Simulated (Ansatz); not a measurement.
Reaction (ligand exchange at the Al–S bond): `C/C=C\[S][AlH2]` + `C=C=C=N` → `C=C=C=[N][AlH2]` + `C/C=C/S`

Computed with Ansatz on PBE0-D4/def2-TZVP structures; ΔE is electronic, products minus reactants. CCSD(T)/CBS adds triple-zeta CCSD(T) − MP2 to the extrapolated MP2 energy (def2 sets, frozen cores). Double bonds are as drawn, so ΔE can hold a change between cis and trans. DFT in def2-TZVPP. B3LYP here is the variant with VWN-RPA as its local correlation; programs differ in this. Each species was taken in one conformer, which may not be the lowest.

`C/C=C\[S][AlH2]`:

Cartesian coordinates in Å:
```
C -0.348 -0.688 1.377
C 0.210 0.535 0.743
C -0.296 1.213 -0.312
S -1.595 0.647 -1.380
Al 0.349 -0.372 -1.779
H -0.729 -0.422 2.369
H 0.420 -1.450 1.525
H -1.165 -1.109 0.794
H 1.065 0.993 1.238
H 0.168 2.159 -0.580
H 0.520 -1.864 -1.288
H 1.400 0.359 -2.707
```

`C=C=C=N`:

```xyz
7

C    -1.171    0.926    0.433
C    -0.233    0.069    0.119
C     0.704   -0.725   -0.212
N     1.539   -1.596   -0.459
H    -2.032    0.635    1.031
H    -1.132    1.964    0.109
H     2.326   -1.274   -1.022
```

`C=C=C=[N][AlH2]`:

Cartesian coordinates in Å:
```
C 2.222 0.552 -1.500
C 1.152 0.281 -0.794
C 0.118 0.027 -0.088
N -0.862 -0.216 0.574
Al -2.288 -0.567 1.549
H 3.041 1.151 -1.103
H 2.347 0.192 -2.522
H -3.482 0.458 1.461
H -2.247 -1.878 2.424
```

`C/C=C/S`:

Cartesian coordinates in Å:
```
C -0.258 1.451 0.196
C -0.130 -0.029 0.309
C 0.373 -0.805 -0.644
S 0.575 -2.541 -0.633
H 0.304 1.959 0.988
H 0.113 1.812 -0.765
H -1.301 1.768 0.297
H -0.475 -0.482 1.236
H 0.725 -0.373 -1.577
H 0.073 -2.759 0.594
```

```
             level  ΔE (kcal/mol)  difference from CCSD(T)/CBS
            PBE-D4            1.1                          0.4
           ωB97M-V            1.0                          0.3
              PBE0            0.4                         -0.3
             B3LYP           -5.9                         -6.6
SCS-MP2/def2-TZVPP           -2.0                         -2.7
   CCSD/def2-TZVPP           -1.4                         -2.1
     HF/def2-QZVPP           -7.5                         -8.2
    MP2/def2-QZVPP            0.2                         -0.5
      HF/CBS(def2)           -7.5                         -8.2
     MP2/CBS(def2)            0.6                         -0.1
       CCSD(T)/CBS            0.7                            0
```

Largest T1 diagnostic among the species: 0.016.

In def2-TZVPP, CCSD(T) changes the Hartree–Fock value by +7.2 kcal/mol (the triples alone add +1.3 kcal/mol) and MP2 by +7.1 kcal/mol. From PBE to PBE0 (25 % exact exchange), in def2-TZVPP and without D4, ΔE moves by +0.8 kcal/mol.
